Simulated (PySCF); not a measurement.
Species: CH7NSSi2.
Numbering: `[CH2:1]=[N:2][SiH2:3][S:4][SiH3:5]` (hydrogens: H6, H7 on C1; H8, H9 on Si3; H10, H11, H12 on Si5)

Method: PySCF 2.14.0, PBE0-D3(BJ)/def2-SVP geometry optimisation, gas phase; density fitting, grid level 1; the optimiser is geomeTRIC in internal coordinates, started from a GFN2-xTB structure with every atom displaced at random (about 0.01 Å).

The end geometry, which sets the zero of energy:
```
atom  x, y, z in Å
C1     -1.5564    0.6079    0.7042
N2     -0.6949    0.2378   -0.1396
Si3    -0.7727   -1.1686   -1.1815
S4      0.9225   -2.3760   -0.6920
Si5     2.3788   -0.7879   -0.5280
H6     -2.5243    0.0919    0.8822
H7     -1.3781    1.5010    1.3315
H8     -1.9886   -2.0204   -0.9879
H9     -0.7052   -0.6650   -2.5817
H10     3.6995   -1.4696   -0.6592
H11     2.3132   -0.1013    0.7921
H12     2.2097    0.1992   -1.6333
```

Task: These geometries come from the run, each turned onto the end geometry. Order them by energy, lowest first.
A.
```
atom  x, y, z in Å
C1     -1.5780    0.5936    0.7208
N2     -0.7273    0.2396   -0.1384
Si3    -0.7897   -1.1590   -1.1862
S4      0.9191   -2.3382   -0.6775
Si5     2.4080   -0.7875   -0.5401
H6     -2.5383    0.0733    0.9289
H7     -1.3990    1.4919    1.3424
H8     -1.9912   -2.0314   -1.0150
H9     -0.7004   -0.6256   -2.5749
H10     3.7054   -1.5176   -0.6105
H11     2.3147   -0.0437    0.7465
H12     2.2803    0.1539   -1.6893
```
B.
```
atom  x, y, z in Å
C1     -1.5827    0.5499    0.8095
N2     -0.8862    0.2074   -0.1451
Si3    -0.8773   -1.1259   -1.2286
S4      0.9247   -2.2439   -0.6628
Si5     2.4369   -0.7724   -0.5925
H6     -2.5091    0.0634    1.1390
H7     -1.3295    1.4745    1.3564
H8     -1.8917   -2.1264   -1.1999
H9     -0.6588   -0.4856   -2.4958
H10     3.6276   -1.5768   -0.3595
H11     2.1745    0.1410    0.5345
H12     2.4753   -0.0561   -1.8485
```
C.
```
atom  x, y, z in Å
C1     -1.6190    0.5870    0.8294
N2     -0.8176    0.2420   -0.0806
Si3    -0.7646   -1.0976   -1.1865
S4      0.8934   -2.3615   -0.7117
Si5     2.3946   -0.8090   -0.6081
H6     -2.5475    0.0331    1.0856
H7     -1.4110    1.4748    1.4510
H8     -1.9331   -2.0428   -1.1520
H9     -0.6344   -0.5441   -2.5629
H10     3.6722   -1.5297   -0.3384
H11     2.1575    0.1714    0.4883
H12     2.5129   -0.0745   -1.9072
```
D.
```
atom  x, y, z in Å
C1     -1.6233    0.5772    0.8066
N2     -0.8085    0.2358   -0.0899
Si3    -0.7829   -1.1154   -1.1784
S4      0.9104   -2.3385   -0.6952
Si5     2.4304   -0.8073   -0.5942
H6     -2.5760    0.0491    1.0268
H7     -1.4320    1.4766    1.4213
H8     -1.9655   -2.0357   -1.1128
H9     -0.6674   -0.5416   -2.5476
H10     3.7138   -1.5462   -0.4133
H11     2.2289    0.1225    0.5509
H12     2.4757   -0.0275   -1.8673
```
E.
```
atom  x, y, z in Å
C1     -1.5498    0.6092    0.6977
N2     -0.6881    0.2425   -0.1474
Si3    -0.7796   -1.1730   -1.1816
S4      0.9223   -2.3639   -0.6831
Si5     2.3826   -0.7855   -0.5211
H6     -2.5154    0.0832    0.8598
H7     -1.3904    1.5092    1.3210
H8     -1.9908   -2.0246   -0.9731
H9     -0.7117   -0.6688   -2.5821
H10     3.6925   -1.4778   -0.6893
H11     2.3407   -0.1216    0.8114
H12     2.1915    0.2202   -1.6055
```

Result: E (0.004 eV), A (0.008 eV), D (0.031 eV), C (0.061 eV), B (0.325 eV).

In the order of the answer:

| step | E above end (eV) | largest force (eV/Å) | rms force component (eV/Å) | rms distance from end (Å) | rms bond change (Å) | bond most changed (Å) |
| --- | --- | --- | --- | --- | --- | --- |
| 5 | 0.004 | 0.19 | 0.053 | 0.022 | 0.002 | S4–Si5 -0.005 |
| 4 | 0.008 | 0.22 | 0.066 | 0.051 | 0.003 | S4–Si5 -0.007 |
| 2 | 0.031 | 0.31 | 0.082 | 0.199 | 0.006 | N2–Si3 -0.017 |
| 1 | 0.061 | 0.60 | 0.148 | 0.242 | 0.005 | N2–Si3 -0.014 |
| 0 | 0.325 | 2.28 | 0.757 | 0.242 | 0.042 | Si3–H8 -0.072 |

What follows is the cost of the whole optimisation. Time: 47 s wall; peak memory 0.50 GiB. Hardware: an Arm Neoverse V1 with one thread, no GPU (shared host).
